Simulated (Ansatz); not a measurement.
Geometry optimisation, Ansatz, RKS PBE0-D4/def2-SVP.

The input (input.yaml):

```yaml
crystal:
  periodic: [false, false, false]
  atoms:
    - { symbol: "N", position_ang: [0.7653, 0.0669, 1.5617] }
    - { symbol: C, position_ang: [0.1452, -0.2375, 0.4435] }
    - { symbol: O, position_ang: [-0.43082, 0.24724, -0.86541] }
    - { symbol: Al, position_ang: [-0.71688, -1.45362, -0.48675] }
    - { symbol: Cl, position_ang: [-1.43173, -3.47757, -1.07303] }
    - { symbol: H, position_ang: [0.906, -0.5876, 2.2842] }
basis:
  gaussian: { orbitals: def2-SVP }
hamiltonian:
  xc: pbe0
  dispersion: d4
relax:
  f_tol: 0.015
  max_steps: 40
output:
  orbitals: {}
```

Launched with:

```bash
$ ansatz run input.yaml --threads 1 --pin off --max-ram 2048MiB --backend cpu --events-out ev --progress --plain --runs-dir out
```

Where does it end, and by what steps?

The forces met the threshold. After 9 steps the energy has fallen by 1.685 eV; Cl5 moved furthest, 0.57 Å.

```json
{"step": "0", "energy less start (eV)": "0.0000", "largest force component (eV/Å)": "6.250", "accepted": "yes"}
{"step": "1", "energy less start (eV)": "-1.2077", "largest force component (eV/Å)": "2.222", "accepted": "yes"}
{"step": "2", "energy less start (eV)": "-1.5885", "largest force component (eV/Å)": "0.717", "accepted": "yes"}
{"step": "3", "energy less start (eV)": "-1.6012", "largest force component (eV/Å)": "1.355", "accepted": "yes"}
{"step": "4", "energy less start (eV)": "-1.3839", "largest force component (eV/Å)": "3.539", "accepted": "no"}
{"step": "5", "energy less start (eV)": "-1.6749", "largest force component (eV/Å)": "0.459", "accepted": "yes"}
{"step": "6", "energy less start (eV)": "-1.6841", "largest force component (eV/Å)": "0.148", "accepted": "yes"}
{"step": "7", "energy less start (eV)": "-1.6848", "largest force component (eV/Å)": "0.046", "accepted": "yes"}
{"step": "8", "energy less start (eV)": "-1.6848", "largest force component (eV/Å)": "0.023", "accepted": "yes"}
{"step": "9", "energy less start (eV)": "-1.6849", "largest force component (eV/Å)": "0.012", "accepted": "yes"}
```

```xyz
6
Properties=species:S:1:pos:R:3
N 0.740 0.317 1.442
C 0.153 -0.420 0.632
O -0.380 -0.104 -0.581
Al -0.690 -1.826 -0.362
Cl -1.633 -3.244 -1.551
H 1.048 -0.165 2.285
```

The run took 22 s on 1 thread of Intel(R) Xeon(R) 6975P-C (Granite Rapids) (shared host), peak memory 0.18 GiB.
